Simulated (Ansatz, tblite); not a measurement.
Cost and result up the ladder for the cluster Nb3Te5 (8 atoms). Charge 0, multiplicity 2. Geometry: PBE-D4/def2-SVP.

Cartesian coordinates in Å:
```
Nb -1.136 2.175 0.110
Nb -1.799 -0.131 0.353
Nb 0.736 0.267 -0.225
Te 0.771 2.431 -1.837
Te -0.262 0.917 2.393
Te -0.740 -1.339 -1.974
Te 2.516 -1.634 0.732
Te -0.087 -2.685 0.449
```

Ansatz on 4 threads of Intel Xeon on a shared host; xTB runs through tblite on one thread. Times are rough, summed over both states, and most runs start from the orbitals of an earlier one. No level here is sound enough to serve as a yardstick. The other state is a quartet at its own geometry, which has other bonds, so the gap mixes isomer and spin.

In the def2 sets Nb, Te take a core potential; there is no spin–orbit coupling. The xTB rows come from tblite. The structure comes from a short search, and lower isomers may exist.

Run but left out: HF/def2-SVP, MP2/def2-SVP (doublet: ⟨S²⟩ 3.11, where a pure state has 0.75).

xTB has no spin-polarisation term.

```json
{"level": "GFN1-xTB", "functions": "72", "wall time": "0.11 s"}
{"level": "GFN2-xTB", "functions": "72", "wall time": "0.97 s"}
{"level": "PBE-D4/def2-SVP (with forces)", "functions": "223", "wall time": "49 s"}
{"level": "PBE0-D4/def2-SVP", "functions": "223", "wall time": "2.2 min"}
{"level": "r2SCAN-D4/def2-SVP", "functions": "223", "wall time": "2.6 min"}
```

(1) Estimate what each level gives for the quartet − doublet (eV).

Results:

(1) 
```json
{"level": "GFN1-xTB", "quartet − doublet (eV)": "1.42", "remarks": "–"}
{"level": "GFN2-xTB", "quartet − doublet (eV)": "-0.16", "remarks": "–"}
{"level": "PBE-D4/def2-SVP (with forces)", "quartet − doublet (eV)": "0.14", "remarks": "–"}
{"level": "PBE0-D4/def2-SVP", "quartet − doublet (eV)": "0.14", "remarks": "spin-contaminated (⟨S²⟩ 3.87) (quartet)"}
{"level": "r2SCAN-D4/def2-SVP", "quartet − doublet (eV)": "-0.02", "remarks": "–"}
```
